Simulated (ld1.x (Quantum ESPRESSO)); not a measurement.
Configuration tests for Al (TM)

```json
{
  "Element": "aluminium",
  "Generator": "ld1.x (Quantum ESPRESSO) 7.5",
  "Type": "norm-conserving Troullier–Martins (Kleinman–Bylander form)",
  "Functional": "PBEsol",
  "Relativity": "scalar-relativistic",
  "Frozen core": "[Ne]",
  "Valence charge": "3",
  "Reference configuration": "3s2 3p1",
  "Partial waves": "3p (bound): rc 2.45 bohr; 3d channel at 0.2 Ry: rc 2.60 bohr; 3s (bound): rc 1.65 bohr",
  "Local potential": "the s channel",
  "Core correction": "Bessel-smoothed model core inside 1.20 bohr"
}
```

Energies are relative to the spin-unpolarised reference configuration 3s2 3p1; without spin polarisation the order of configurations can differ from experiment. The frozen-core shift is the all-electron ΔE with the core orbitals held at their reference shape minus the fully relaxed ΔE.

```csv
valence configuration,charge,ΔE all-electron (eV),error AE − PS (meV),frozen-core shift (meV)
3s1 3p0,+2,24.906,+11,+23
3s2 3p0.5,+0.5,2.074,+0.3,+0.1
3s1 3p1,+1,11.527,+3.4,+5.1
3s0 3p3,0,10.405,-10,+6.8
3s2 3p1.3,-0.3,-0.568,+0.1,0.0
```

Problem. What are ΔE and the potential's error for 3s2 3p0?

Solution. ΔE = 5.736 eV all-electron; the error (AE − PS) is +1.6 meV.

Problem. What are ΔE and the potential's error for 3s1 3p2?

Solution. ΔE = 5.119 eV all-electron; the error (AE − PS) is -2.5 meV.

Levels in the configuration 3s1 3p0:

```json
{"level": "3s", "all-electron (eV)": "-23.650", "pseudo (eV)": "-23.643"}
```
